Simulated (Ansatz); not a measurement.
Program: Ansatz. Geometries: PBE0-D4/def2-TZVP. ΔE: electronic, gas phase. CCSD(T)/CBS is the MP2 limit (def2-TZVPP, def2-QZVPP) plus CCSD(T) − MP2 in def2-TZVPP, frozen cores. This one scheme is used for every species. DFT in def2-TZVPP. For Ge outer-core shells are correlated without core-valence functions, which leaves a few kJ/mol of doubt a bond. Scalar relativity is left out up to krypton. One conformer a species, not always the lowest.

`[OH][GeH]([OH])[Cl]` → HCl + `[OH][Ge][OH]`  (germylene formation by 1,1-elimination)

Problem. Is it downhill or uphill in electronic energy at CCSD(T)/CBS, and by how much? (Estimate.)

Solution. Ansatz gave: Uphill: ΔE = +1.27 eV.

Problem. What do these levels give: BLYP-D4, PBE0-D4, BHLYP-D4, r2SCAN, r2SCAN0, CCSD/def2-SVP? (Best estimate.)

Solution. Computed: BLYP-D4 0.88, PBE0-D4 1.36, BHLYP-D4 1.36, r2SCAN 1.38, r2SCAN0 1.49, CCSD/def2-SVP 1.36 eV.

Problem. What do rigid-rotor, harmonic-oscillator terms from PBE0-D4/def2-TZVP frequencies (298.15 K, 1 bar) make of the CCSD(T)/CBS value? (Best estimate.)

Solution. The calculation gave: ΔZPE = -0.10 eV, ΔH = +1.20 eV, ΔS = 133 J/(mol·K), ΔG = +0.79 eV.

Largest T1 diagnostic among the species: 0.015.

The D4 term adds +0.11 eV with B3LYP and +0.06 eV with PBE0; it sums over pairs of atoms, weighted by their polarisabilities, and B3LYP, whose exchange is more repulsive, gets the larger term. From BLYP to BHLYP (50 % exact exchange), in def2-TZVPP and without D4, ΔE moves by +0.53 eV. At CCSD(T), def2-SVP lies +0.08 eV from the extrapolated value and def2-TZVPP +0.12 eV.

B3LYP here is the variant with VWN-RPA as its local correlation; programs differ in this.
